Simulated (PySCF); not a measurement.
**Pd²⁺ (palladium, charge +2) across methods**

[Kr] 4d7 5p1, one real determinant (an excited configuration). All numbers are calculated (PySCF 2.14, scalar relativity through the core potential, in def2-TZVPPD with the def2 core potential (28 electrons) (6s4p3d2f1g, 56 functions)).

| method | E (hartree) | mean ε 4d α (eV) | mean ε 4d β (eV) | mean ε 5p α (eV) | Σ⟨r²⟩ (bohr²) | ⟨S²⟩ |
| --- | --- | --- | --- | --- | --- | --- |
| B97-3 | -126.3744 | -35.997 | -33.870 | -17.163 | 34.45 | 6.001 |
| BP86 | -126.4344 | -33.773 | -31.750 | -16.835 | 34.37 | 6.001 |
| BLYP | -126.3166 | -33.484 | -31.533 | -16.544 | 34.45 | 6.001 |
| r2SCANh | -126.3831 | -35.130 | -32.598 | -17.051 | 34.35 | 6.002 |
| PBE | -126.3519 | -33.704 | -31.559 | -16.691 | 34.43 | 6.001 |
| PBE0 | -126.3480 | -35.981 | -33.656 | -17.305 | 34.43 | 6.001 |
| r2SCAN | -126.3947 | -34.283 | -31.783 | -16.818 | 34.33 | 6.001 |
| UHF | -125.69726 | -41.858 | -38.904 | -18.655 | 34.79 | 6.004 |
| LDA | -126.0636 | -33.834 | -31.517 | -16.837 | 34.47 | 6.000 |

⟨L²⟩ = 13.81 against 20 for a pure G term, so this real determinant mixes terms. Energies and moments cover only the electrons outside the core potential.
